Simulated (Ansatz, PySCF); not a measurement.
Molecule: chloro(trimethoxy)silane, C3H9ClO3Si, charge 0, multiplicity 1. SMILES: CO[Si](Cl)(OC)OC
Geometry from a B3LYP-D3(BJ)/def2-TZVP (Ansatz, a program for electronic structure) optimisation:
```
Si
O 1 1.6185
C 2 1.4230 1 125.35
H 3 1.0890 2 107.74 1 175.98
H 3 1.0919 4 109.31 2 120.55
H 3 1.0926 4 109.02 5 119.33
O 1 1.6194 2 109.39 3 -176.65
C 7 1.4250 1 124.11 2 53.21
H 8 1.0889 7 107.63 1 177.18
H 8 1.0917 9 109.27 7 -120.28
H 8 1.0931 9 109.03 10 -119.11
O 1 1.6268 2 107.59 3 -52.68
C 12 1.4220 1 125.65 2 173.34
H 13 1.0891 12 107.80 1 177.82
H 13 1.0922 14 109.18 12 -120.40
H 13 1.0929 14 109.05 15 -118.92
Cl 1 2.0566 2 111.53 3 66.58
```
Charge 0, spin multiplicity 1.

Quantity: vertical ionisation energy (to the doublet state of charge +1; each state is the SCF solution reached for its spin), in eV. Cores are frozen in the correlated levels unless marked. Open shells are spin-unrestricted. No spin-orbit coupling. Non-relativistic. 

```tsv
level	program	vertical ionisation energy (eV)
HF/aug-cc-pV(T+d)Z	Ansatz	9.89
SVWN5/def2-TZVPD	Ansatz	9.64
PBE/def2-TZVPD	Ansatz	9.49
r2SCAN/def2-TZVPD	Ansatz	9.75
B3LYP/def2-TZVPD	Ansatz	10.13
PBE0/def2-TZVPD	Ansatz	10.21
BHLYP/def2-TZVPD	Ansatz	10.70
CAM-B3LYP/def2-TZVPD	Ansatz	10.61
wB97M-V/def2-TZVPD	Ansatz	10.70
wB97X-V/def2-TZVPD	Ansatz	10.73
B2PLYP/def2-TZVPD	Ansatz	10.50
RI-MP2/aug-cc-pV(T+d)Z	Ansatz	11.54
```

For comparison, minus the highest occupied orbital energy (PySCF): 10.02 eV at M06-2X/def2-TZVPD, 7.55 eV at TPSSh/def2-TZVPD, 6.73 eV at BLYP/def2-TZVPD.
